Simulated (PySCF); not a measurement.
**Radial density of Pt⁵³⁺ (platinum, charge +53)**

UHF, [Ar] 3d7, high-spin 4F determinant. Calculation: PySCF 2.14, in an even-tempered Gaussian basis (16 s from 13 bohr⁻², ratio 2.5; 10 p from 17 bohr⁻², ratio 2.5; 7 d from 17 bohr⁻², ratio 2.5; 4 f from 66 bohr⁻², ratio 2.7; 3 g from 99 bohr⁻², ratio 2.7); no relativity, point nucleus.

| r (bohr) | 4πr²ρ (e/bohr) | 4πr²(ρα − ρβ) |
| --- | --- | --- |
| 0.000368 | 0.5459 | 0.0000 |
| 0.000619 | 1.485 | 0.0000 |
| 0.00104 | 3.934 | -0.0001 |
| 0.00175 | 9.963 | -0.0002 |
| 0.00295 | 23.40 | -0.0004 |
| 0.00496 | 48.46 | -0.0008 |
| 0.00834 | 81.55 | -0.0011 |
| 0.0140 | 99.96 | 0.0047 |
| 0.0236 | 91.17 | 0.0935 |
| 0.0397 | 111.0 | 1.0009 |
| 0.0668 | 128.6 | 6.3513 |
| 0.112 | 89.91 | 18.2181 |
| 0.189 | 88.05 | 14.6455 |
| 0.318 | 11.53 | 1.4577 |
| 0.534 | 0.07418 | 0.0084 |

A non-relativistic calculation at this Z misses sizeable relativistic shifts. Spin-orbit coupling is strong in this species (close to jj coupling), so the high-spin LS determinant is a model state, not a physical level.
